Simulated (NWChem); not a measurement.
Species: CF$_{2}$, singlet; SMILES F[C]F

```xyz
3

F      1.0237     0.0000    -0.1970
C      0.0000     0.0000     0.5911
F     -1.0237     0.0000    -0.1970
```
Atoms are numbered in this order, from 1.

Low-valent species are run as closed-shell singlets; no triplet was tried in these runs. All runs use the structure optimised with PBE0/def2-SVP.

Symmetry labels are those of C2v in the frame above (b1 and b2, or b-type labels, depend on it).

**Question.** List the 6 lowest vertical singlet excitations from BHandHLYP/6-31+G* (spherical d), TDA (NWChem).

**Answer.** 
```json
[
 {"state": "S1", "energy (eV)": "5.21", "oscillator strength": "0.065", "symmetry": "b2", "leading excitation (squared amplitude)": "HOMO → LUMO (0.96)"},
 {"state": "S2", "energy (eV)": "9.24", "oscillator strength": "0.000", "symmetry": "a2", "leading excitation (squared amplitude)": "HOMO−1 → LUMO (0.98)"},
 {"state": "S3", "energy (eV)": "9.36", "oscillator strength": "0.038", "symmetry": "a1", "leading excitation (squared amplitude)": "HOMO → LUMO+1 (0.98)"},
 {"state": "S4", "energy (eV)": "9.59", "oscillator strength": "0.104", "symmetry": "b1", "leading excitation (squared amplitude)": "HOMO → LUMO+2 (0.94)"},
 {"state": "S5", "energy (eV)": "9.93", "oscillator strength": "0.079", "symmetry": "b2", "leading excitation (squared amplitude)": "HOMO → LUMO+4 (0.97)"},
 {"state": "S6", "energy (eV)": "10.01", "oscillator strength": "0.189", "symmetry": "a1", "leading excitation (squared amplitude)": "HOMO → LUMO+3 (0.98)"}
]
```
